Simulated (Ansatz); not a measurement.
`FCO[SiH2][SiH3]` → `FC[SiH2]O[SiH3]`  (isomerisation)

Program: Ansatz. Geometries: PBE0-D4/def2-TZVP. ΔE: electronic, gas phase. CCSD(T)/CBS is the MP2 limit (def2-TZVPP, def2-QZVPP) plus CCSD(T) − MP2 in def2-TZVPP, frozen cores. DFT in def2-TZVPP. B3LYP here is the variant with VWN-RPA as its local correlation; programs differ in this. One conformer a species, not always the lowest.

`FCO[SiH2][SiH3]`:

```xyz
12

F    -0.246    0.257   -2.372
C    -0.224    1.256   -1.421
O     0.874    1.130   -0.616
Si    1.193   -0.204    0.331
Si   -0.755   -1.061    1.325
H    -0.168    2.212   -1.946
H    -1.162    1.169   -0.856
H     1.858   -1.267   -0.467
H     2.143    0.282    1.362
H    -1.699   -1.590    0.305
H    -1.452   -0.014    2.121
H    -0.361   -2.171    2.235
```

`FC[SiH2]O[SiH3]`:

Cartesian coordinates in Å:
```
F 1.167 1.748 -0.182
C 1.594 0.711 0.648
Si 0.852 -0.916 0.046
O -0.776 -0.822 0.062
Si -2.061 0.025 -0.504
H 2.690 0.687 0.632
H 1.280 0.946 1.671
H 1.335 -1.190 -1.332
H 1.281 -1.999 0.967
H -2.243 1.264 0.294
H -1.855 0.381 -1.932
H -3.264 -0.833 -0.371
```

CCSD(T)/CBS gives -34.6 kcal/mol.

Problem. Another level gave -33.4 kcal/mol. Which?
A. SCS-MP2/def2-TZVPP
B. PBE0/def2-TZVPP
C. B3LYP-D4/def2-TZVPP
D. B2PLYP/def2-TZVPP

Solution. C. B3LYP-D4 -33.4, PBE0 -29.4, B2PLYP -34.7, SCS-MP2/def2-TZVPP -36.4 kcal/mol.

Largest T1 diagnostic among the species: 0.013.

In def2-TZVPP, CCSD(T) changes the Hartree–Fock value by +4.4 kcal/mol (the triples alone add +0.9 kcal/mol) and MP2 by +1.7 kcal/mol. From PBE to PBE0 (25 % exact exchange), in def2-TZVPP and without D4, ΔE moves by −2.1 kcal/mol.
